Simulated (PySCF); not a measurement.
Q: What does the PBE0-D3(BJ)/def2-SVP structure of `[GaH2][CH]1CC1` look like in three dimensions?

A: 
```xyz
11
C3H7Ga angstrom
Ga     1.8349    0.4482    0.1160
C      0.1433   -0.2297   -0.5641
C     -1.1493    0.4856   -0.2103
C     -0.8625   -0.8387    0.3986
H      3.1761    0.3541   -0.6997
H      1.8112    1.1093    1.5479
H      0.1501   -0.6867   -1.5597
H     -1.1031    1.3722    0.4302
H     -1.9178    0.5432   -0.9865
H     -1.4295   -1.7054    0.0470
H     -0.6147   -0.8780    1.4643
```

Orientation and origin are arbitrary. Atoms count from 1 in this order. Ga1 (gallium bonded to C and 2 H) is planar (angles 122.7°, 120.6° and 116.8°, sum 360.0°, 0.00 Å off the plane of its three neighbours). The 3-membered ring C2–C3–C4 has internal angles of 58.5° to 60.8°. The C–C distances run from 1.486 Å (C3–C4, drawn single) to 1.520 Å (C2–C4, drawn single), a spread of 0.034 Å.

Bonds between heavy atoms (Å): Ga1–C2 1.945, C2–C3 1.519, C3–C4 1.486, C2–C4 1.520.

Computed, not measured: PySCF 2.14.0, PBE0-D3(BJ)/def2-SVP geometry optimisation, gas phase.

Point group: Cs (every atom within 0.08 Å of its image). No PBE0-D3(BJ)/def2-SVP frequencies stand behind this structure, so it isn't proved a minimum. One conformer, not necessarily the lowest (H–Ga1–C2–C3 -146° and 34°).

Hardware: an Arm Neoverse V1 with one thread, shared host with 32 logical CPUs at a one-minute load of 9.9. Cost: 25 s, 0.45 GiB resident at most. These figures are those of the optimisation.
